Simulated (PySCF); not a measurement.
All values below come from PBE-D3(BJ)/def2-TZVP run with PySCF. Isolated molecules, 0 K electronic values unless said otherwise. Excitations are Tamm–Dancoff values on a coarser integration grid. The basis has no diffuse functions, so Rydberg states are missing or too high.

Reference species (SMILES): `FC=C=CF` (neutral, multiplicity 1).

```yaml
S1 excitation (TDA): 5.34 eV
HOMO: -6.94 eV
LUMO: -1.70 eV
dipole_moment: 1.62 D
```

After one change: the S1 excitation (TDA) rises by 1.09 eV; the HOMO falls by 0.30 eV; the LUMO rises by 0.48 eV; the dipole moment goes up by 0.40 D.

Name the change that produced these shifts. The new species is one of these.
A. `FC#CCF`
B. `C#CC(F)F`
C. `FC1=C[C@@H]1F`

C, `FC1=C[C@@H]1F`
